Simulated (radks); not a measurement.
Values are calculated unless marked as measured or tabulated.
Problem. Species: Cs. Configuration: [Xe] 6s1 (the NIST ground configuration). Code: a radial shooting solver on a logarithmic mesh with Libxc functionals. Model: Dirac Kohn-Sham, PBE, spin-unpolarised, spherical densities, point nucleus.

Spin-orbit splittings of the eigenvalues, e(l+1/2) - e(l-1/2), with zeta = 2 splitting/(2l+1) and mean radii in bohr:

| shell | occ. | splitting (eV) | zeta (eV) | <r> j=l-1/2 | <r> j=l+1/2 |
|---|---|---|---|---|---|
| 2p | 6 | ? | ? | 0.09403 | 0.09992 |
| 3p | 6 | 67.51 | 45.01 | 0.2887 | 0.3005 |
| 3d | 10 | 14.33 | 5.732 | 0.2714 | 0.2751 |
| 4p | 6 | 13.77 | 9.179 | 0.7207 | 0.7481 |
| 4d | 10 | 2.284 | 0.9138 | 0.8307 | 0.8411 |
| 5p | 6 | 1.629 | 1.086 | 2.022 | 2.119 |
| 5d | 0 | 0.03656 | 0.01462 | 6.085 | 6.317 |
| 6p | 0 | 0.06838 | 0.04558 | 7.886 | 8.195 |

Estimate the 2p splitting.

Solution. 352.3 eV (zeta = 234.9 eV).
